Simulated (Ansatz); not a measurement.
Species: sum formula H5Si2O3 (charge -1, singlet). It need not be the lowest isomer of its formula. Whether it binds its extra electron was not tested at this geometry. 
Coordinates optimised at B3LYP-D3(BJ)/def2-TZVP (Ansatz, a first-principles code):
SMILES: O[Si]([O-])([SiH3])O
```xyz
10

O     -0.5077    -1.8323     0.1453
Si    -0.4425    -0.2854     0.0786
O     -1.0543     0.6404     1.3531
O     -1.2735     0.4230    -1.2310
Si     1.7842     0.5064    -0.1320
H     -1.7370     1.2350     1.0286
H     -1.4980    -0.2819    -1.8466
H      1.9565     1.9929    -0.2735
H      2.6714     0.1571     1.0241
H      2.5075    -0.0456    -1.3238
```
Charge -1, spin multiplicity 1.

Total electronic energies in hartree. Correlated levels leave the core frozen unless marked. No spin-orbit coupling. No relativistic terms. Basis-set limits of correlation are two-point, X^-3; Hartree-Fock from the larger set.

```
level                                         program  energy (Eh)
--------------------------------------------  -------  -----------
HF/aug-cc-pV(T+d)Z                             Ansatz   -805.66239
PBE0/def2-SVP                                  Ansatz            …
RI-MP2/aug-cc-pV(Q+d)Z                         Ansatz   -806.76401
RI-MP2/cc-pV(Q+d)Z                             Ansatz   -806.74873
SCS-MP2/6-31G*                                 Ansatz   -806.15971
SCS-MP2/aug-cc-pV(Q+d)Z                        Ansatz   -806.76061
CCSD/cc-pVTZ                                   Ansatz   -806.65322
CCSD(T)/cc-pV(D+d)Z                            Ansatz   -806.35400
CCSD(T)/CBS(aug-cc-pV(T+d)Z,aug-cc-pV(Q+d)Z)   Ansatz    -806.8679
```

### Question
Fill in the missing entries.

### Answer

- PBE0/def2-SVP, energy (Eh): -806.97247
